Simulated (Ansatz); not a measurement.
Molecule: sum formula GeBr$_{2}$F$_{2}$, net charge 0, singlet state. 
Structure (B3LYP-D3(BJ)/def2-TZVP (Ansatz, a first-principles code) minimum search):
```xyz
5

F     -0.4292    -1.6167    -1.2833
Ge    -0.0696    -0.5553     0.0225
F      0.0303    -1.5652     1.4121
Br    -1.7864     0.9100     0.2872
Br     1.9526     0.4159    -0.3408
```
Charge 0, spin multiplicity 1.

Property: atomisation energy (electronic, to ground-state atoms), in kcal/mol. Correlated levels leave the core frozen unless marked. UHF or UKS for open shells. No spin-orbit coupling. Frozen are the shells of the preceding noble gas and the d and f shells that filled before the atom's block. No relativistic terms. The coupled-cluster limit lacks core correlation, which all-electron functionals hold. CBS marks a two-point X^-3 extrapolation of the correlation energy; Hartree-Fock from the larger set (for Q and 5 zeta extrapolated as (X+1)exp(-9√X)).

| level | program | atomisation energy (kcal/mol) |
|---|---|---|
| SVWN5/def2-TZVPD | Ansatz | [?] |
| PBE-D4/def2-TZVPD | Ansatz + dftd4 | 385.2 |
| r2SCAN-D4/def2-TZVPD | Ansatz + dftd4 | 380.0 |
| PBE0/def2-TZVPD | Ansatz | 367.3 |
| RPA@PBE/cc-pVQZ | Ansatz | 333.4 |
| SCS-MP2/aug-cc-pVDZ | Ansatz | 355.4 |
| SCS-MP2/cc-pVQZ | Ansatz | 382.3 |
| CCSD/STO-3G | Ansatz | 310.6 |
| CCSD/cc-pVTZ | Ansatz | 351.0 |
| CCSD(T)/CBS(cc-pVQZ,cc-pV5Z) | Ansatz | 382.1 |

Question: Fill in the missing entries.

Answer: 
- SVWN5/def2-TZVPD, atomisation energy (kcal/mol): 447.4
